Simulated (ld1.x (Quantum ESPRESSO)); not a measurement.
Plane-wave convergence, RRKJ potential for K (Z = 19)

```
Element                 : K
Generator               : ld1.x (Quantum ESPRESSO) 7.5
Type                    : norm-conserving RRKJ (Kleinman–Bylander form)
Functional              : PBE
Relativity              : scalar-relativistic
Frozen core             : [Ne] 3s2
Valence charge          : 7
Reference configuration : 3p6 3d0 4s0.75 4p0 (charge +0.25)
Partial waves           : 3p (bound): rc 1.20 bohr; 3d (bound, empty): rc 4.20 bohr; 4s (bound): rc 4.00 bohr
Local potential         : the s channel
Core correction         : none
```

The pseudo-atom Hamiltonian at the reference potential is diagonalised in spherical Bessel functions j_l(qr) that vanish at 20 bohr, with q² up to the cutoff. All-electron valence levels (Ry): 3p -1.4816, 4p -0.1156, 3d -0.0441, 4s -0.2406.

How do the lowest levels (Ry) of each channel move with the cutoff, and are there ghosts?

```
cutoff (Ry)     p #1     p #2    p #3     d #1    d #2     s #1     s #2    f #1  Σ f·Δε (mRy)
          8  -1.0187  -0.0963  0.0233  -0.0429  0.0336  -0.2406  -0.0337  0.0500        2777.9
         18  -1.4355  -0.1018  0.0202  -0.0433  0.0332  -0.2406  -0.0337  0.0500         276.9
         35  -1.4485  -0.1019  0.0201  -0.0433  0.0332  -0.2406  -0.0337  0.0500         198.7
         50  -1.4658  -0.1021  0.0200  -0.0433  0.0332  -0.2406  -0.0337  0.0500          94.9
         80  -1.4804  -0.1022  0.0199  -0.0433  0.0332  -0.2406  -0.0337  0.0500           7.1
        120  -1.4815  -0.1023  0.0199  -0.0433  0.0332  -0.2406  -0.0337  0.0500           0.5
        400  -1.4816  -0.1023  0.0199  -0.0433  0.0332  -0.2406  -0.0337  0.0500           0.0
```

Result: no extra level below or beside the all-electron valence levels (p, d, s, f tested); 10 mRy is reached at 80 Ry and 1 mRy at 100 Ry.
